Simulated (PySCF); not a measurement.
**MoO₂Cl₂: from structure and modes to constants**

All numbers come from PBE in PySCF with Mo def2-TZVP with ECP28, O def2-TZVP, Cl def2-TZVP; scalar-relativistic core potentials, no spin–orbit coupling; density-fitted integrals.

The singlet minimum has C2v symmetry. Masses (u): Mo 97.90541, O 15.99492, Cl 34.96885.

```xyz
5
charge 0 multiplicity 1, angstrom
Mo    0.0000    0.0000   -0.2803
O     0.0000    1.3574   -1.2878
O     0.0000   -1.3574   -1.2878
Cl    1.8703    0.0000    0.9814
Cl   -1.8703    0.0000    0.9814
```

Harmonic wavenumbers (cm⁻¹): 116.7 (a1, ×1), 175.9 (b2, ×1), 206.5 (a2, ×1), 236.9 (b1, ×1), 337.5 (a1, ×1), 428.4 (a1, ×1), 448.8 (b1, ×1), 986.9 (b2, ×1), 1008.6 (a1, ×1).

Task: What is the harmonic zero-point energy?

Result: Half the sum of all 9 wavenumbers, 3946/2 = 1973 cm⁻¹, which is 23.6 kJ/mol (1 cm⁻¹ = 0.0119627 kJ/mol).

Task: Find the vibrational entropy and heat capacity at 298.15 K.

Result: With u = 1.43878 ω/T, each mode gives S = R[u/(eᵘ−1) − ln(1−e⁻ᵘ)] and C = R u² eᵘ/(eᵘ−1)².
| ω (cm⁻¹) | u | S (J/(mol K)) | C (J/(mol K)) |
| --- | --- | --- | --- |
| 116.7 | 0.563 | 13.20 | 8.10 |
| 175.9 | 0.849 | 9.92 | 7.83 |
| 206.5 | 0.997 | 8.68 | 7.66 |
| 236.9 | 1.143 | 7.64 | 7.46 |
| 337.5 | 1.629 | 5.12 | 6.70 |
| 428.4 | 2.067 | 3.61 | 5.89 |
| 448.8 | 2.166 | 3.34 | 5.70 |
| 986.9 | 4.762 | 0.41 | 1.64 |
| 1008.6 | 4.867 | 0.38 | 1.54 |
The sums over all modes are S = 52.3 and C = 52.5 J/(mol K); the softest mode gives 25 % of the entropy.

Task: Give the standard entropy (298.15 K, 1 bar) by its translational, rotational, vibrational and spin parts, and Cp.

Result: Sackur–Tetrode with M = 199.83 u gives 174.9; rotation with symmetry number 2 gives 112.9; vibration 52.3; spin R ln 1 = 0.0. The total is 340.1 J/(mol K), and Cp = 4 R + 52.5 = 85.8 J/(mol K).

Only a few start shapes were tried, so a lower isomer may exist.
